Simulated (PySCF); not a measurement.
PySCF 2.14 output of an unrestricted PW91 calculation on a single atom or ion in aug-cc-pVQZ-DK, with the spin-free X2C one-electron Hamiltonian (Gaussian nucleus):

```
SCF conv_tol = 1e-09
number electrons alpha = 5  beta = 1
    J. P. Perdew. In P. Ziesche and H. Eschrig, editors, Proceedings of the 75. WE-Heraeus-Seminar and 21st Annual International Symposium on Electronic Structure of Solids, 11. Berlin, 1991. Akademie Verlag.
    J. P. Perdew, J. A. Chevary, S. H. Vosko, K. A. Jackson, M. R. Pederson, D. J. Singh, and C. Fiolhais.,  Phys. Rev. B 46, 6671 (1992)
    J. P. Perdew, J. A. Chevary, S. H. Vosko, K. A. Jackson, M. R. Pederson, D. J. Singh, and C. Fiolhais.,  Phys. Rev. B 48, 4978 (1993)
    J. P. Perdew. In P. Ziesche and H. Eschrig, editors, Proceedings of the 75. WE-Heraeus-Seminar and 21st Annual International Symposium on Electronic Structure of Solids, 11. Berlin, 1991. Akademie Verlag.
    J. P. Perdew, J. A. Chevary, S. H. Vosko, K. A. Jackson, M. R. Pederson, D. J. Singh, and C. Fiolhais.,  Phys. Rev. B 46, 6671 (1992)
    J. P. Perdew, J. A. Chevary, S. H. Vosko, K. A. Jackson, M. R. Pederson, D. J. Singh, and C. Fiolhais.,  Phys. Rev. B 48, 4978 (1993)
cycle= 1 E= -37.3790708225624  delta_E= -0.0031  |g|= 0.00503  |ddm|= 0.398
cycle= 2 E= -37.3790981477719  delta_E= -2.73e-05  |g|= 0.000676  |ddm|= 0.0579
cycle= 3 E= -37.3791006319057  delta_E= -2.48e-06  |g|= 0.000187  |ddm|= 0.0141
cycle= 4 E= -37.3791008767236  delta_E= -2.45e-07  |g|= 3.35e-05  |ddm|= 0.00425
cycle= 5 E= -37.3791008808291  delta_E= -4.11e-09  |g|= 1.01e-05  |ddm|= 0.000495
cycle= 6 E= -37.3791008809593  delta_E= -1.3e-10  |g|= 5.34e-07  |ddm|= 8.6e-05
converged SCF energy = -37.3791008809593  <S^2> = 6.0000063  2S+1 = 5.0000025
```

The run itself started from symmetry-adapted Hartree-Fock orbitals and held the occupation by maximum overlap, on a logarithmic radial grid, so the iterations belong to that start.

**Question.** Which element, charge and spin multiplicity is this?

**Answer.** C (carbon, neutral), multiplicity 5; the state was [He] 2s1 2p2 3s1, high-spin 5P determinant (an excited configuration).

The outer electron is Rydberg-like, and this basis confines it to a smaller radius and binds it less than a complete one would.
